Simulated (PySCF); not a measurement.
CuF, charge +1, doublet, at a GFN2-xTB geometry (such geometries of metal compounds can be far from the true shape) (the multiplicity is a formal guess).

PySCF was given this input:
```python
from pyscf import gto, scf, dft

mol = gto.M(
    atom='''
Cu   -0.00000000   -0.00000000   -0.40706850
F     0.00000000    0.00000000    1.31166518
''',
    basis='def2-svp',
    charge=1,
    spin=1,
    verbose=4,
)

mf = dft.UKS(mol)
mf.xc = 'b3lyp'
mf.kernel()
mf.analyze()
```

Problem. What does this run give for the nuclear repulsion energy, total energy, <S^2>, number of basis functions, HOMO energy?

Solution. 
* **nuclear repulsion energy**: 80.3587 Eh
* **total energy**: -1739.696715 Ha
* **<S^2>**: 0.754
* **number of basis functions**: 45
* **HOMO energy**: -17.03 eV

These values belong to the state on which the SCF converged, which isn't shown to be the lowest.
